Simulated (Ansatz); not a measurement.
Abridged output of a molecular run in Ansatz:

```
Functional definition: HF
889 factors; integrals over basis functions are off by at most 1.2e-3 eV
mean field evaluation 1: about -64249.5585 eV, gradient 1.8e1 eV
mean field evaluation 2: about -64249.5615 eV, gradient 1.8e1 eV
mean field evaluation 4: about -64250.7378 eV, gradient 3.0e0 eV
mean field evaluation 8: about -64250.7572 eV, gradient 7.8e-5 eV
mean field -64250.75720043 eV, -2361.1717763884 hartree, gradient 1.6e-6 eV, S^2 0.000000; 0 other end points of the search recorded, 0 dependent functions left out
15 core orbitals not correlated: weight in the atoms' cores, before any rotation towards them, 1.000 or more for the frozen orbitals, at most 0.000 for the correlated occupied ones
reference -64250.75720043 eV, -2361.1717763884 hartree; 14, 14 occupied and 60, 60 virtual orbitals, 889 factors
second order -13.44548782 eV of doubles, -0.00000000 eV of singles
cycle   1  -13.70530723 eV  change   -2.6e-1 eV  update   9.8e-2
cycle   2  -14.19739311 eV  change   -4.9e-1 eV  update   3.1e-2
cycle   3  -14.28010713 eV  change   -8.3e-2 eV  update   1.5e-2
cycle   4  -14.27509015 eV  change    5.0e-3 eV  update   4.6e-3
cycle   5  -14.27399067 eV  change    1.1e-3 eV  update   1.9e-3
cycle   6  -14.27355182 eV  change    4.4e-4 eV  update   7.3e-4
cycle   7  -14.27331443 eV  change    2.4e-4 eV  update   2.2e-4
cycle   8  -14.27335353 eV  change   -3.9e-5 eV  update   7.2e-5
cycle   9  -14.27335646 eV  change   -2.9e-6 eV  update   2.0e-5
perturbative correction -0.45418948 eV, -0.0166911557 hartree
Total energy: -64265.48474638 eV, -2361.7130037192 hartree
```

Its atoms:

Z-matrix (Å, degrees):
```
C
S 1 1.818
H 1 1.089 2 111.5
H 1 1.090 2 108.9 3 120.6
H 1 1.090 2 108.9 3 -120.6
Ga 2 2.184 1 103.3 3 -0.1
H 6 1.565 2 116.4 1 0.0
H 6 1.559 2 116.6 1 -180.0
```

Q: Which basis set was used?
A. def2-QZVPP
B. def2-TZVPPD
C. def2-SVP
D. cc-pV(Q+d)Z

A: C. It gives 89 functions.

Q: Write the keys of the input that set method, charge and spin (a neutral closed shell needs none for the last two).

A: 
```yaml
correlation: {method: ccsd_t}
```
